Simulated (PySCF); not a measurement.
Sn(F)3(OSiH3) (F3H3OSiSn), SMILES [F][Sn]([F])([F])[O][SiH3].

Geometry optimised at PBE-D3(BJ)/def2-SVP. The structure was generated by enumeration; whether it is a known compound was not checked. The def2 effective core potentials stand for the cores of Sn; spin–orbit coupling is left out. Other conformers were not sampled.

The numbers are results of PBE/def2-TZVP (PySCF), not measurements.

Gas-phase values at a fixed geometry.

Computed frontier levels, gap, dipole moment and polarisability:
```
Item                                                                                                            Value
---------------------------------------------------------------------------------------------  ----------------------
highest occupied level                                                                                       -8.07 eV
lowest empty level                                                                                           -4.65 eV
orbital gap                                                                                                   3.41 eV
dipole moment                                                                                                  2.05 D
quadrupole, principal values (traceless, Buckingham form, about the centre of nuclear charge)  -2.88, -2.22, 5.10 D·Å
mean static polarisability                                                                       65.9 bohr³ (9.76 Å³)
polarisability, principal values                                                               58.4, 59.4, 79.8 bohr³
```
